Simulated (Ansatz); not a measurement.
CH₄BrGaS (`[CH3][Ga]([SH])[Br]`). The species carries charge 0 and has multiplicity 1. Correlated methods include outer-core shells of Br, Ga, which these sets cover unevenly. Scalar relativity is left out up to krypton.

```xyz
8

C    -1.126    0.443    0.783
Ga    0.421   -0.018   -0.309
S     1.175   -2.053   -0.638
Br    1.612    1.639   -1.374
H    -1.864    0.962    0.167
H    -1.580   -0.448    1.217
H    -0.818    1.118    1.582
H     2.181   -1.642   -1.427
```

(1) Give the diagnostics of a CCSD(T)/def2-TZVPP run (frozen core, Ansatz). (Estimate.)

## Answers

(1) Computed: T1 = 0.0104, largest single amplitude 0.022, largest double 0.029, (T) share of the correlation energy 3.9 %, 9 CCSD cycles. The RHF solution is stable towards an unrestricted one. T1 lies under the customary mark of 0.02 for closed shells.
